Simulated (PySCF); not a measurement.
Removing an electron from cyclo-(F2GeO)2

Species: cyclo-(F2GeO)2.
Cartesian coordinates in Å at the PBE0-D3(BJ)/def2-SVP level; atoms count from 1:
```
atom  x, y, z in Å
Ge1   -0.3229    1.1821   -0.3053
F2    -0.5840    1.8193   -1.8617
F3    -0.6070    2.4674    0.7735
O4     1.2246    0.3152   -0.0841
Ge5    0.3562   -1.2035    0.2844
F6     0.6427   -2.4892   -0.7933
F7     0.6203   -1.8395    1.8408
O8    -1.1917   -0.3374    0.0620
```

Level: wB97X-D/def2-SVPD (PySCF). Frontier orbitals with their largest atomic shares (Löwdin; up to four atoms above 4 %):

```
orbital  ε (eV)                            main atoms
 HOMO−3  -14.35    O4 21 %, O8 21 %, F7 12 %, F2 12 %
 HOMO−2  -13.51    O8 34 %, O4 34 %, Ge5 5 %, Ge1 5 %
 HOMO−1  -12.66                      O4 45 %, O8 45 %
   HOMO  -12.56                                     ?
   LUMO   -0.96  Ge1 23 %, Ge5 23 %, O8 11 %, O4 11 %
 LUMO+1    0.93  O8 17 %, O4 17 %, Ge5 16 %, Ge1 16 %
 LUMO+2    1.59  Ge1 18 %, Ge5 18 %, O4 16 %, O8 16 %
```

Task: What vertical ionisation energy does ΔSCF give, and how far is −ε(HOMO) from it?

Result: ΔSCF: 12.99 eV (1254 kJ/mol; threshold wavelength 95.4 nm); ⟨S²⟩ of the doublet left behind is 0.769, against 0.75 for a pure doublet. −ε(HOMO) is 12.56 eV, 0.43 eV below it. In exact Kohn–Sham theory the two would be equal; wB97X-D (range-separated hybrid) falls short of its own ΔSCF value by 3 %. Holes in the HOMO−1 and HOMO−2 were tried too where these lie within 1.2 eV of the HOMO; the lowest converged state counts.

Task: On which atoms does the HOMO lie?

Result: O4 (oxygen bonded to 2 Ge) 46 %, O8 (oxygen bonded to 2 Ge) 46 %. The HOMO−1 lies 0.10 eV lower.

Task: And the vertical electron affinity, the fundamental gap, Mulliken's electronegativity and the hardness (with the factor ½)?

Result: EA = 0.73 eV by ΔSCF (−ε(LUMO) = 0.96 eV). IE − EA = 12.26 eV against an orbital gap of 11.60 eV; (IE + EA)/2 = 6.86 eV; (IE − EA)/2 = 6.13 eV. Parr's electrophilicity index (IE + EA)²/[8(IE − EA)] is 1.92 eV.

Task: How many of the 15 lowest singlet excitations (vertical TDDFT, same level) lie below the ionisation energy?

Result: All 15; they run from 6.58 to 9.48 eV.

Task: What kinetic energy would electrons from this vertical process carry with 118.2 nm light (10.49 eV)?

Result: The photon is 2.50 eV short of the vertical value.

Task: What total energies stand behind the ΔSCF value?

Result: E(N) = -4703.08941 Eh and E(N − 1) = -4702.61194 Eh at the same geometry, 0.47747 Eh apart. With one more electron, E(N + 1) = -4703.11616 Eh.

Task: With α = 52.3 au, estimate the like-pair dispersion coefficient by London's formula C6 = (3/4)α²I.

Result: I = 0.4775 Eh, so C6 ≈ 979 au, a rough estimate.

Isolated species at its PBE0-D3(BJ)/def2-SVP geometry (one conformer only). The calculation is non-relativistic, for germanium too.

These values come from a run that also computed excited states and ΔSCF ions. Time: 5.9 min of wall time (with the writing of density and orbital grids); peak memory 1.2 GiB. Hardware: AMD EPYC, one thread (shared host).

The pairwise dispersion term of wB97X-D wasn't added to the energies; at a given geometry it leaves orbitals and properties as they are.
